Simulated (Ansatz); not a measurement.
System: CH5O2Si (charge 0, doublet). It need not be the lowest isomer of its formula. SMILES: C[Si](O)O
Structure (B3LYP-D3(BJ)/def2-TZVP (Ansatz, an electronic-structure program) minimum search):
```xyz
9

C     -1.6871    -0.3409     0.2131
Si     0.0357     0.0848    -0.3960
O      0.6992     1.3651     0.4347
O      0.9590    -1.2367    -0.0343
H     -2.3823     0.4794     0.0310
H     -1.6429    -0.5349     1.2885
H     -2.0620    -1.2332    -0.2897
H      0.5304     2.2482     0.0962
H      1.9140    -1.1286    -0.0631
```
Charge 0, spin multiplicity 2.

Quantity: atomisation energy (electronic, to ground-state atoms), in eV. Cores are frozen in the correlated levels unless marked. UHF or UKS for open shells. No spin-orbit coupling. Non-relativistic unless marked X2C. The coupled-cluster limit lacks core correlation, which all-electron functionals hold. CBS marks a two-point X^-3 extrapolation of the correlation energy; Hartree-Fock from the larger set. [CCSD(T)-MP2]/basis is that difference in the basis named.

```csv
level,program,atomisation energy (eV),minus last row
HF/6-31G*,Ansatz,24.41,-10.98
HF/def2-SVPD,Ansatz,25.40,-9.99
BLYP-D4/def2-TZVPD,Ansatz + dftd4,35.16,-0.23
B3LYP/def2-TZVPD,Ansatz,34.86,-0.53
BHLYP-D3(BJ)/def2-TZVPD,Ansatz + dftd3,33.99,-1.40
PBE-QIDH/def2-TZVPD,Ansatz,34.72,-0.67
RI-MP2/aug-cc-pV(Q+d)Z,Ansatz,35.86,0.47
SCS-MP2/aug-cc-pV(T+d)Z,Ansatz,35.08,-0.31
SCS-MP2/def2-TZVPPD,Ansatz,34.93,-0.46
CCSD(T)/6-31G,Ansatz,27.75,-7.64
CCSD(T)/cc-pV(D+d)Z,Ansatz,31.76,-3.63
X2C-CCSD(T)/cc-pVTZ-DK,Ansatz,34.07,-1.32
"RI-MP2/CBS(cc-pV(T+d)Z,cc-pV(Q+d)Z)+[CCSD(T)-MP2]/cc-pV(D+d)Z",Ansatz,35.43,0.04
"CCSD(T)/CBS(def2-TZVPP,def2-QZVPP)",Ansatz,35.36,-0.03
"CCSD(T)/CBS(aug-cc-pV(T+d)Z,aug-cc-pV(Q+d)Z)",Ansatz,35.39,0.00
```
